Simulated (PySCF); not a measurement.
C2H4I, charge +1, multiplicity 1. Atoms are numbered in the order given.

```xyz
7

C      0.3053     2.4418     0.0000
C     -0.5519     1.2839     0.0000
I      0.0324    -0.6072     0.0000
H      0.0101     3.0774     0.8648
H      0.0101     3.0774    -0.8648
H      1.3835     2.2453     0.0000
H     -1.6436     1.4269     0.0000
```
Charge +1, spin multiplicity 1.

Coordinates come from a PBE0-D3(BJ)/def2-SVP optimisation. The spin state was assumed, not searched. The isomer is the one that the SMILES or the coordinates give; other isomers of the formula were not compared. The def2 effective core potentials stand for the cores of I; spin–orbit coupling is left out.

These are B3LYP/def2-TZVPD run with PySCF values and carry that method's errors.

Symmetry labels are those of the subgroup Cs that the program uses (full group Cs).

### Question
List the valence orbital energies around the gap with their symmetry. (An estimate is asked for; the answer gives what the named calculation found.)

### Answer

```tsv
orbital	symmetry	energy (eV)
HOMO−7	A'	-25.78
HOMO−6	A'	-22.22
HOMO−5	A'	-18.96
HOMO−4	A'	-17.76
HOMO−3	A"	-17.59
HOMO−2	A'	-16.04
HOMO−1	A"	-14.33
HOMO	A'	-13.39
LUMO	A"	-9.62
LUMO+1	A'	-6.50
LUMO+2	A'	-4.36
LUMO+3	A'	-3.46
```
